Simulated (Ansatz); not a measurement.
Basis-set series for `C[O][Sn]([CH3])([CH3])[CH](C)C`. Total charge 0; spin multiplicity 1. Sn takes the def2 core potential. The geometry is a stationary point of PBE0-D4/def2-TZVP. It is one conformer, not always the lowest.

| functional | basis | functions | energy (Eh) | HOMO (eV) | LUMO (eV) |
| --- | --- | --- | --- | --- | --- |
| PBE0-D4 | def2-SVP | 204 | -527.20066 | -6.65 | 0.81 |
| PBE0-D4 | def2-TZVPP | 491 | -527.56805 | -6.77 | 0.33 |
| ωB97M-V | def2-SVP | 204 | -527.31815 | -8.90 | 2.47 |
| ωB97M-V | def2-TZVPP | 491 | -527.70578 | -9.00 | 1.74 |

(1) Give the rows for def2-QZVPP. (Best estimate.)

## Answers

(1) Ansatz gave: 
```json
{"functional": "PBE0-D4", "basis": "def2-QZVPP", "functions": "961", "energy (Eh)": "-527.58859", "HOMO (eV)": "-6.79", "LUMO (eV)": "0.05"}
{"functional": "ωB97M-V", "basis": "def2-QZVPP", "functions": "961", "energy (Eh)": "-527.72602", "HOMO (eV)": "-9.02", "LUMO (eV)": "1.19"}
```

Positive LUMOs are unbound and depend on the basis.
